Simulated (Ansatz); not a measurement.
**Reading a saddle point**

A first-order saddle point of SiN₂H₉F, closed shell, PBE0-D4/def2-TZVP, with one imaginary mode of 241i cm⁻¹:

```xyz
13
angstrom
Si -0.9287 0.8734 -0.6792
N -0.4993 -0.8930 -0.6900
H -0.8527 1.7167 -1.9025
H -0.9153 1.4966 0.6864
H -2.4340 0.5896 -0.7071
H 1.3466 0.3585 0.6197
F 0.9619 1.0987 -0.6007
H 0.4066 -0.9384 0.6498
N 1.1873 -0.4781 1.2843
H -1.3056 -1.4808 -0.8510
H 0.1999 -1.1061 -1.3926
H 2.0068 -1.0602 1.4017
H 0.8265 -0.1771 2.1815
```

Ansatz 0.2.0; basis: def2-TZVPP and def2-QZVPP; cores frozen in the correlated methods. Extrapolation: Hartree–Fock as exp(−7.88 √X), correlation as X^−2.97.

(1) Which contacts change along the imaginary mode, and what lies on either side? (A judgement: the text doesn't fix the answer.)

(2) Which side is lower, and how far does the saddle lie above each? (An estimate is asked for; the value comes from the calculation.)

The T1 diagnostic stays at or below 0.011.

Results:

(1) Computed: The step is SiNH₅ ([NH2][SiH3]) + NH₃ + HF → SiH₃F ([F][SiH3]) + NH₃ + NH₃ (still joined by a long Si–N bond), with the molecules in contact on both sides. Shortening one way: Si1–F7, N2–H8, H6–N9; lengthening the same way: Si1–N2, H6–F7, H8–N9.
```csv
pair,one side (Å),saddle (Å),other side (Å)
Si1–F7,3.97,1.91,1.71
N2–H8,2.29,1.62,1.04
H6–N9,1.57,1.08,1.02
Si1–N2,1.73,1.82,1.97
H6–F7,0.98,1.48,2.21
H8–N9,1.02,1.11,1.87
```

(2) By the calculation: The side with Si1–F7, N2–H8, H6–N9 short is lower by 5.3 kJ/mol; the saddle lies 60.6 kJ/mol above it and 55.3 kJ/mol above the other (CCSD(T) at an estimated basis limit (MP2 extrapolated from triple and quadruple zeta, plus CCSD(T) − MP2 in triple zeta); electronic energies).

Steps of this kind, hydrogen fluoride cutting a network bond, underlie vapour etching and the fluorination step of atomic layer etching.

Labels in which every atom is bracketed show which atoms are joined, not bond orders.

For scale, one of the runs: CCSD(T)/def2-TZVPP, 261 basis functions, launched by `ansatz run in.yaml --threads 8 --pin off --events-out ev --progress --plain --max-ram 19148MiB`. The run took 96 s on 8 CPU threads of an Arm Neoverse V2 (shared host), with 6.4 GiB of host memory at its peak.
